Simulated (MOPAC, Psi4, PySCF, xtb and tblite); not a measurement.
Relaxed torsion scan: SMILES Nc1[c]([GeH3])cccc1 (C6H9GeN). Scanned: dihedral H9–N1–C2–C3; all other coordinates were relaxed at GFN2-xTB.

Geometry of the scan point at 30° (Å):
```
17

N      0.7951     1.7700    -0.7260
C     -0.1646     0.8105    -0.3188
C     -0.1624     0.1888     0.9209
C     -1.1536    -0.7285     1.2277
C     -2.1553    -1.0051     0.3134
C     -2.1574    -0.3757    -0.9204
C     -1.1634     0.5298    -1.2483
Ge    -0.9903     1.4472    -2.9548
H      1.6983     1.6192    -0.2902
H      0.4836     2.7177    -0.5519
H      0.6197     0.4069     1.6368
H     -1.1493    -1.2196     2.1901
H     -2.9303    -1.7159     0.5605
H     -2.9330    -0.5949    -1.6424
H     -2.0969     1.0170    -3.8713
H      0.3085     1.1495    -3.6173
H     -1.1004     2.9324    -2.8060
```

Levels of theory: GFN2-xTB (xtb and tblite); PBE/def2-SVP // GFN2-xTB (Psi4); PBE-D3(BJ)/def2-SVP // GFN2-xTB (Psi4); PM6, restricted, heats of formation // GFN2-xTB (MOPAC); PM7, restricted, heats of formation // GFN2-xTB (MOPAC); RKS-B3LYP/6-31G* = restricted B3LYP/6-31G*, spherical d, density fitting // GFN2-xTB run with PySCF; RKS-B3LYP/LANL2DZ = restricted B3LYP/LANL2DZ, with its core potentials past Ne // GFN2-xTB run with PySCF 2.14.0.

Least-squares fit of E(φ) = a0 + Σ (a_n cos nφ + b_n sin nφ), n = 1 to 4, to the 12 scan points, in kJ/mol above the lowest point of each profile (levels whose profile four harmonics don't fit are not listed):

```tsv
method	a0	a1	b1	a2	b2	a3	b3	a4	b4	rms of fit
GFN2-xTB	6.70	3.29	1.92	-5.43	2.63	-2.90	1.95	0.76	0.74	0.48
PBE/def2-SVP	9.36	4.75	3.97	-8.32	5.07	-3.73	2.96	1.32	0.09	1.04
PBE-D3(BJ)/def2-SVP	9.31	4.73	3.94	-8.24	5.03	-3.76	2.94	1.33	0.09	1.03
PM6	6.81	3.18	2.60	-5.74	3.35	-2.72	2.05	1.30	0.20	0.74
PM7	7.63	3.23	1.85	-6.90	2.53	-1.96	1.87	0.23	0.71	0.45
RKS-B3LYP/6-31G*	7.46	3.41	2.94	-5.57	3.76	-3.46	2.21	1.72	0.09	0.83
RKS-B3LYP/LANL2DZ	15.92	5.10	3.27	-12.04	4.30	-2.32	2.78	-0.59	0.54	1.12
```
